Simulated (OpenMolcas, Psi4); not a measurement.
Exact exchange and the HOMO–LUMO gap of [AlF4]−

[AlF4]−: 5 atoms, total charge -1, spin state singlet. As SMILES, `[F][Al-]([F])([F])[F]`. The coordinates come from a PBE0-D4/def2-TZVPD relaxation.

The HOMO–LUMO gap y, in eV, basis 6-311+G(d,p); a is the functional's share of exact exchange. Programs: OpenMolcas 26.06, Psi4 1.11.

| functional | program | a | y (eV) |
| --- | --- | --- | --- |
| PBE | Psi4 | 0 | 6.97 |
| r2SCAN | Psi4 | 0 | 8.06 |
| B3LYP | OpenMolcas | 0.2 | 9.01 |
| PBE0 | OpenMolcas | 0.25 | ? |
| BHLYP | OpenMolcas | 0.5 | 11.92 |

Problem. Fit y = c + s·a to the known rows and predict PBE0.

Solution. 
1. Means of the 4 rows: a = 0.1750, y = 8.990.
2. Σ(Δa)² = 0.1675, Σ(Δa·Δy) = 1.469, so the slope is 1.469/0.1675 = 8.7701.
3. Intercept: 8.990 − (8.7701) × 0.1750 = 7.455. The largest residual of the fit is 0.61.
4. PBE0: 7.455 + (8.7701) × 0.25 = 9.65 eV.

The run gave 9.56 eV, so the prediction is off by +0.09 eV, within the largest residual. Exact exchange lowers occupied levels and raises empty ones. The rows mix families of semi-local functionals, which the line can't see.
